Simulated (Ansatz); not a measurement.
`C#C[SiH2][GaH2]` + CH₃NH₂ → `CN[SiH2][GaH2]` + `C#C` at 600 K and 1 bar (ligand exchange at the Si–C bond).

Computed with Ansatz on PBE0-D4/def2-TZVP structures; ΔE is electronic, products minus reactants. CCSD(T)/CBS adds triple-zeta CCSD(T) − MP2 to the extrapolated MP2 energy (def2 sets, frozen cores). This one scheme is used for every species. For Ga outer-core shells are correlated without core-valence functions, which leaves a few kJ/mol of doubt a bond. Scalar relativity is left out up to krypton. One conformer a species, not always the lowest.

| species | CCSD(T)/CBS energy (Eh) | H − E (kJ/mol) | S (J/(mol·K)) |
| --- | --- | --- | --- |
| `C#C[SiH2][GaH2]` | -2292.05082 | 190.2 | 450.1 |
| CH₃NH₂ | -95.75281 | 199.3 | 283.8 |
| `CN[SiH2][GaH2]` | -2310.57822 | 291.4 | 477.5 |
| `C#C` | -77.22717 | 96.2 | 235.4 |

H − E and S are ideal-gas, rigid-rotor, harmonic terms from PBE0-D4/def2-TZVP, for one conformer and one mirror image of each species. 1 Eh = 2625.50 kJ/mol, R = 8.31446 J/(mol·K).

Task: By hand: ΔE, ΔH, ΔS and ΔG.

Result: ΔE = (-2310.57822) + (-77.22717) − (-2292.05082) − (-95.75281) = -0.00176 Eh = -4.6 kJ/mol. Δ(H − E) = 291.4 + 96.2 − 190.2 − 199.3 = -1.9, so ΔH = -6.5 kJ/mol. ΔS = 477.5 + 235.4 − 450.1 − 283.8 = -21.0 J/(mol·K). ΔG = -6.5 − 600 × (-21.0)/1000 = 6.1 kJ/mol.

Task: By hand: the equilibrium constant, and the temperature at which ΔG would vanish if ΔH and ΔS stayed fixed.

Result: log₁₀ K = −ΔG/(RT ln 10) = -0.5. ΔG = 0 at ΔH/ΔS = 310 K, though so small a ΔH makes that figure unsure.

TΔS isn't small against ΔH here. A doubt of 5 kJ/mol in ΔE shifts log₁₀ K by 0.4 here. Other conformers and mirror images would add mixing entropy, several J/(mol·K) or more a flexible species. Modes under 60 cm⁻¹, often nearly free rotors, make the harmonic entropy too high. These are equilibria of isolated gas molecules and say nothing of rates. Largest T1 diagnostic: 0.014 (customary marks: 0.02 for closed shells, 0.045 for open ones).
